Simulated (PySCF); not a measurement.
# Computed records: FH2Si

Calculation on a computer-drawn molecule: vertical ionisation energy to the stated ion spin, frozen-core CCSD(T) at the basis limit and cheaper methods, single-reference cases, UHF for radicals, no spin-orbit; all values are single points at the evaluated structure, the first of each entry, which is the reference or a displaced copy of it and isn't optimised; the reference structure only sets the zero of the energies above reference; triples share is (T) over the correlation energy. Program: PySCF 2.14.0.

Common to all runs: charge 0; multiplicity 2; ion multiplicity 1; diffuse functions no; basis cc-pV(n+d)Z; reference is the Hartree-Fock double-zeta minimum; best is HF at quadruple zeta + MP2 correlation extrapolated from triple and quadruple zeta + CCSD(T) minus MP2 at triple zeta; basis step is the size of the change from the same recipe one zeta lower.

(1) FH2Si

Evaluated structure:
```xyz
4
FH2Si
F     -2.4100     0.6753     1.4756
Si    -2.6171     0.3562     2.9669
H     -1.3485    -0.1064     3.5397
H     -3.7423    -0.4877     2.9947
```

Reference structure:
```xyz
4
FH2Si
F     -2.3769     0.6420     1.5055
Si    -2.7052     0.4107     3.0751
H     -1.4815    -0.1055     3.7244
H     -3.8160    -0.5604     3.1690
```

The calculation gives: ionisation energy best 8.671 eV; ionisation energy basis step 0.04963 eV; energy above reference best 3.972 kcal/mol; energy above reference basis step 0.419 kcal/mol; total energy HF triple zeta -389.6001 hartree; total energy CCSD(T) triple zeta -389.9833 hartree; total energy best -390.0531 hartree; T1 diagnostic at triple zeta 0.01328; D1 diagnostic at triple zeta 0.03836; spin squared at triple zeta 0.7536; ion T1 diagnostic at triple zeta 0.0158; ion D1 diagnostic at triple zeta 0.04537; triples share at triple zeta 0.02628; basis functions triple zeta 97; dipole magnitude HF at triple zeta 1.149 debye; dipole magnitude CCSD unrelaxed at triple zeta 0.9656 debye; dipole magnitude PBE at triple zeta 0.8391 debye; dipole magnitude r2SCAN at triple zeta 0.8884 debye; dipole magnitude B3LYP at triple zeta 0.9527 debye; dipole magnitude wB97X at triple zeta 0.9715 debye.

Drawn bonds:
| atom | other atom | order |
| --- | --- | --- |
| 1 | 2 | 1 |
| 2 | 3 | 1 |
| 2 | 4 | 1 |

Triple zeta:
| method | ionisation energy (eV) | energy above reference (kcal/mol) |
| --- | --- | --- |
| HF | 8.438 | 2.476 |
| PBE | 8.614 | 5.624 |
| r2SCAN | 8.804 | 4.271 |
| B3LYP | 8.718 | 4.465 |
| wB97X | 8.612 | 4.29 |
| MP2 | 8.534 | 4.102 |
| CCSD | 8.597 | 3.824 |
| CCSD(T) | 8.587 | 4.115 |

(2) FH2Si

Evaluated structure:
```xyz
4
FH2Si
F     -2.3307     0.6169     1.4787
Si    -2.6227     0.3861     3.0431
H     -1.3874    -0.0023     3.7581
H     -3.8293    -0.5182     3.2386
```

Reference structure:
```xyz
4
FH2Si
F     -2.3769     0.6420     1.5055
Si    -2.7052     0.4107     3.0751
H     -1.4815    -0.1055     3.7244
H     -3.8160    -0.5604     3.1690
```

Results for FH2Si: ionisation energy best 8.724 eV; ionisation energy basis step 0.05317 eV; energy above reference best 1.28 kcal/mol; energy above reference basis step 0.1255 kcal/mol; total energy HF triple zeta -389.6017 hartree; total energy CCSD(T) triple zeta -389.9878 hartree; total energy best -390.0573 hartree; T1 diagnostic at triple zeta 0.01405; D1 diagnostic at triple zeta 0.03952; spin squared at triple zeta 0.7537; ion T1 diagnostic at triple zeta 0.017; ion D1 diagnostic at triple zeta 0.04838; triples share at triple zeta 0.02734; basis functions triple zeta 97; dipole magnitude HF at triple zeta 1.358 debye; dipole magnitude CCSD unrelaxed at triple zeta 1.15 debye; dipole magnitude PBE at triple zeta 1.014 debye; dipole magnitude r2SCAN at triple zeta 1.065 debye; dipole magnitude B3LYP at triple zeta 1.134 debye; dipole magnitude wB97X at triple zeta 1.165 debye.

Drawn bonds:
| atom | other atom | order |
| --- | --- | --- |
| 1 | 2 | 1 |
| 2 | 3 | 1 |
| 2 | 4 | 1 |

Triple zeta:
| method | ionisation energy (eV) | energy above reference (kcal/mol) |
| --- | --- | --- |
| HF | 8.499 | 1.463 |
| PBE | 8.663 | 1.059 |
| r2SCAN | 8.858 | 1.185 |
| B3LYP | 8.772 | 1.339 |
| wB97X | 8.676 | 1.339 |
| MP2 | 8.584 | 1.447 |
| CCSD | 8.652 | 1.27 |
| CCSD(T) | 8.638 | 1.257 |

(3) FH2Si

Evaluated structure:
```xyz
4
FH2Si
F     -2.3884     0.6322     1.5121
Si    -2.7283     0.4228     3.0434
H     -1.4864    -0.0715     3.7125
H     -3.8185    -0.5645     3.1769
```

Reference structure:
```xyz
4
FH2Si
F     -2.3769     0.6420     1.5055
Si    -2.7052     0.4107     3.0751
H     -1.4815    -0.1055     3.7244
H     -3.8160    -0.5604     3.1690
```

It finds ionisation energy best 9.036 eV; ionisation energy basis step 0.04961 eV; energy above reference best 0.1165 kcal/mol; energy above reference basis step 0.1988 kcal/mol; total energy HF triple zeta -389.6048 hartree; total energy CCSD(T) triple zeta -389.9896 hartree; total energy best -390.0592 hartree; T1 diagnostic at triple zeta 0.01374; D1 diagnostic at triple zeta 0.04078; spin squared at triple zeta 0.7536; ion T1 diagnostic at triple zeta 0.0172; ion D1 diagnostic at triple zeta 0.04984; triples share at triple zeta 0.02696; basis functions triple zeta 97; dipole magnitude HF at triple zeta 1.248 debye; dipole magnitude CCSD unrelaxed at triple zeta 1.039 debye; dipole magnitude PBE at triple zeta 0.8952 debye; dipole magnitude r2SCAN at triple zeta 0.9542 debye; dipole magnitude B3LYP at triple zeta 1.026 debye; dipole magnitude wB97X at triple zeta 1.038 debye.

Drawn bonds:
| atom | other atom | order |
| --- | --- | --- |
| 1 | 2 | 1 |
| 2 | 3 | 1 |
| 2 | 4 | 1 |

Triple zeta:
| method | ionisation energy (eV) | energy above reference (kcal/mol) |
| --- | --- | --- |
| HF | 8.865 | -0.5084 |
| PBE | 8.956 | 0.5234 |
| r2SCAN | 9.167 | 0.1205 |
| B3LYP | 9.085 | 0.2636 |
| wB97X | 8.995 | 0.1753 |
| MP2 | 8.917 | 0.2064 |
| CCSD | 8.973 | 0.0209 |
| CCSD(T) | 8.955 | 0.1211 |

(4) FH2Si

Evaluated structure:
```xyz
4
FH2Si
F     -2.3078     0.6836     1.6477
Si    -2.6275     0.2692     3.1792
H     -1.5982    -0.1169     3.8503
H     -3.9603    -0.6208     3.1954
```

Reference structure:
```xyz
4
FH2Si
F     -2.3769     0.6420     1.5055
Si    -2.7052     0.4107     3.0751
H     -1.4815    -0.1055     3.7244
H     -3.8160    -0.5604     3.1690
```

The calculation gives: ionisation energy best 8.557 eV; ionisation energy basis step 0.05675 eV; energy above reference best 15.26 kcal/mol; energy above reference basis step 0.06048 kcal/mol; total energy HF triple zeta -389.5788 hartree; total energy CCSD(T) triple zeta -389.9656 hartree; total energy best -390.0351 hartree; T1 diagnostic at triple zeta 0.01432; D1 diagnostic at triple zeta 0.03896; spin squared at triple zeta 0.754; ion T1 diagnostic at triple zeta 0.01698; ion D1 diagnostic at triple zeta 0.04827; triples share at triple zeta 0.02731; basis functions triple zeta 97; dipole magnitude HF at triple zeta 1.582 debye; dipole magnitude CCSD unrelaxed at triple zeta 1.351 debye; dipole magnitude PBE at triple zeta 1.204 debye; dipole magnitude r2SCAN at triple zeta 1.263 debye; dipole magnitude B3LYP at triple zeta 1.332 debye; dipole magnitude wB97X at triple zeta 1.371 debye.

Drawn bonds:
| atom | other atom | order |
| --- | --- | --- |
| 1 | 2 | 1 |
| 2 | 3 | 1 |
| 2 | 4 | 1 |

Triple zeta:
| method | ionisation energy (eV) | energy above reference (kcal/mol) |
| --- | --- | --- |
| HF | 8.296 | 15.85 |
| PBE | 8.517 | 15.35 |
| r2SCAN | 8.7 | 15.22 |
| B3LYP | 8.61 | 15.16 |
| wB97X | 8.503 | 15.44 |
| MP2 | 8.403 | 15.36 |
| CCSD | 8.477 | 15.23 |
| CCSD(T) | 8.467 | 15.21 |

(5) FH2Si

Evaluated structure:
```xyz
4
FH2Si
F     -2.3729     0.6498     1.5098
Si    -2.7053     0.4126     3.0821
H     -1.4815    -0.1158     3.7217
H     -3.8240    -0.5644     3.1753
```

Reference structure:
```xyz
4
FH2Si
F     -2.3769     0.6420     1.5055
Si    -2.7052     0.4107     3.0751
H     -1.4815    -0.1055     3.7244
H     -3.8160    -0.5604     3.1690
```

It finds ionisation energy best 9.147 eV; ionisation energy basis step 0.0529 eV; energy above reference best 0.07304 kcal/mol; energy above reference basis step 0.01907 kcal/mol; total energy HF triple zeta -389.6037 hartree; total energy CCSD(T) triple zeta -389.9897 hartree; total energy best -390.0593 hartree; T1 diagnostic at triple zeta 0.01414; D1 diagnostic at triple zeta 0.0423; spin squared at triple zeta 0.7536; ion T1 diagnostic at triple zeta 0.01824; ion D1 diagnostic at triple zeta 0.0534; triples share at triple zeta 0.02738; basis functions triple zeta 97; dipole magnitude HF at triple zeta 1.52 debye; dipole magnitude CCSD unrelaxed at triple zeta 1.283 debye; dipole magnitude PBE at triple zeta 1.118 debye; dipole magnitude r2SCAN at triple zeta 1.188 debye; dipole magnitude B3LYP at triple zeta 1.264 debye; dipole magnitude wB97X at triple zeta 1.282 debye.

Drawn bonds:
| atom | other atom | order |
| --- | --- | --- |
| 1 | 2 | 1 |
| 2 | 3 | 1 |
| 2 | 4 | 1 |

Triple zeta:
| method | ionisation energy (eV) | energy above reference (kcal/mol) |
| --- | --- | --- |
| HF | 8.989 | 0.1796 |
| PBE | 9.054 | -0.06462 |
| r2SCAN | 9.271 | 0.0375 |
| B3LYP | 9.192 | 0.02932 |
| wB97X | 9.107 | 0.04449 |
| MP2 | 9.026 | 0.08669 |
| CCSD | 9.085 | 0.08643 |
| CCSD(T) | 9.063 | 0.06628 |

(6) FH2Si

Evaluated structure:
```xyz
4
FH2Si
F     -2.3836     0.6530     1.5140
Si    -2.6534     0.3727     3.0838
H     -1.4067    -0.1006     3.6855
H     -4.1137    -0.5443     3.1916
```

Reference structure:
```xyz
4
FH2Si
F     -2.3769     0.6420     1.5055
Si    -2.7052     0.4107     3.0751
H     -1.4815    -0.1055     3.7244
H     -3.8160    -0.5604     3.1690
```

It finds ionisation energy best 8.772 eV; ionisation energy basis step 0.05468 eV; energy above reference best 10.48 kcal/mol; energy above reference basis step 0.05237 kcal/mol; total energy HF triple zeta -389.5850 hartree; total energy CCSD(T) triple zeta -389.9734 hartree; total energy best -390.0427 hartree; T1 diagnostic at triple zeta 0.01476; D1 diagnostic at triple zeta 0.04138; spin squared at triple zeta 0.7547; ion T1 diagnostic at triple zeta 0.01784; ion D1 diagnostic at triple zeta 0.0505; triples share at triple zeta 0.02802; basis functions triple zeta 97; dipole magnitude HF at triple zeta 1.467 debye; dipole magnitude CCSD unrelaxed at triple zeta 1.242 debye; dipole magnitude PBE at triple zeta 1.093 debye; dipole magnitude r2SCAN at triple zeta 1.153 debye; dipole magnitude B3LYP at triple zeta 1.225 debye; dipole magnitude wB97X at triple zeta 1.252 debye.

Drawn bonds:
| atom | other atom | order |
| --- | --- | --- |
| 1 | 2 | 1 |
| 2 | 3 | 1 |
| 2 | 4 | 1 |

Triple zeta:
| method | ionisation energy (eV) | energy above reference (kcal/mol) |
| --- | --- | --- |
| HF | 8.589 | 11.91 |
| PBE | 8.702 | 8.593 |
| r2SCAN | 8.905 | 9.855 |
| B3LYP | 8.827 | 9.924 |
| wB97X | 8.749 | 10.35 |
| MP2 | 8.647 | 11.3 |
| CCSD | 8.705 | 10.55 |
| CCSD(T) | 8.688 | 10.34 |

(7) FH2Si

Evaluated structure:
```xyz
4
FH2Si
F     -2.3193     0.6212     1.4607
Si    -2.6507     0.4075     3.0780
H     -1.5152    -0.1165     3.7794
H     -3.8237    -0.5518     3.1625
```

Reference structure:
```xyz
4
FH2Si
F     -2.3769     0.6420     1.5055
Si    -2.7052     0.4107     3.0751
H     -1.4815    -0.1055     3.7244
H     -3.8160    -0.5604     3.1690
```

The calculation gives: ionisation energy best 9.178 eV; ionisation energy basis step 0.05624 eV; energy above reference best 2.15 kcal/mol; energy above reference basis step 0.2251 kcal/mol; total energy HF triple zeta -389.5993 hartree; total energy CCSD(T) triple zeta -389.9865 hartree; total energy best -390.0560 hartree; T1 diagnostic at triple zeta 0.01451; D1 diagnostic at triple zeta 0.04289; spin squared at triple zeta 0.7536; ion T1 diagnostic at triple zeta 0.01902; ion D1 diagnostic at triple zeta 0.05581; triples share at triple zeta 0.02777; basis functions triple zeta 97; dipole magnitude HF at triple zeta 1.732 debye; dipole magnitude CCSD unrelaxed at triple zeta 1.472 debye; dipole magnitude PBE at triple zeta 1.298 debye; dipole magnitude r2SCAN at triple zeta 1.373 debye; dipole magnitude B3LYP at triple zeta 1.451 debye; dipole magnitude wB97X at triple zeta 1.478 debye.

Drawn bonds:
| atom | other atom | order |
| --- | --- | --- |
| 1 | 2 | 1 |
| 2 | 3 | 1 |
| 2 | 4 | 1 |

Triple zeta:
| method | ionisation energy (eV) | energy above reference (kcal/mol) |
| --- | --- | --- |
| HF | 9.018 | 2.958 |
| PBE | 9.083 | 1.552 |
| r2SCAN | 9.301 | 2.078 |
| B3LYP | 9.222 | 1.935 |
| wB97X | 9.138 | 2.077 |
| MP2 | 9.052 | 2.06 |
| CCSD | 9.116 | 2.25 |
| CCSD(T) | 9.092 | 2.114 |

(8) FH2Si

Evaluated structure:
```xyz
4
FH2Si
F     -2.4636     0.6445     1.4891
Si    -2.6868     0.3542     3.0712
H     -1.4652    -0.1583     3.7382
H     -3.7685    -0.4691     3.2335
```

Reference structure:
```xyz
4
FH2Si
F     -2.3769     0.6420     1.5055
Si    -2.7052     0.4107     3.0751
H     -1.4815    -0.1055     3.7244
H     -3.8160    -0.5604     3.1690
```

It finds ionisation energy best 8.866 eV; ionisation energy basis step 0.05422 eV; energy above reference best 3.666 kcal/mol; energy above reference basis step 0.06747 kcal/mol; total energy HF triple zeta -389.5982 hartree; total energy CCSD(T) triple zeta -389.9840 hartree; total energy best -390.0535 hartree; T1 diagnostic at triple zeta 0.014; D1 diagnostic at triple zeta 0.03994; spin squared at triple zeta 0.7536; ion T1 diagnostic at triple zeta 0.01741; ion D1 diagnostic at triple zeta 0.05034; triples share at triple zeta 0.02714; basis functions triple zeta 97; dipole magnitude HF at triple zeta 1.488 debye; dipole magnitude CCSD unrelaxed at triple zeta 1.262 debye; dipole magnitude PBE at triple zeta 1.117 debye; dipole magnitude r2SCAN at triple zeta 1.176 debye; dipole magnitude B3LYP at triple zeta 1.247 debye; dipole magnitude wB97X at triple zeta 1.278 debye.

Drawn bonds:
| atom | other atom | order |
| --- | --- | --- |
| 1 | 2 | 1 |
| 2 | 3 | 1 |
| 2 | 4 | 1 |

Triple zeta:
| method | ionisation energy (eV) | energy above reference (kcal/mol) |
| --- | --- | --- |
| HF | 8.647 | 3.642 |
| PBE | 8.802 | 4.286 |
| r2SCAN | 8.999 | 3.876 |
| B3LYP | 8.914 | 3.798 |
| wB97X | 8.812 | 3.877 |
| MP2 | 8.725 | 3.467 |
| CCSD | 8.795 | 3.629 |
| CCSD(T) | 8.779 | 3.669 |
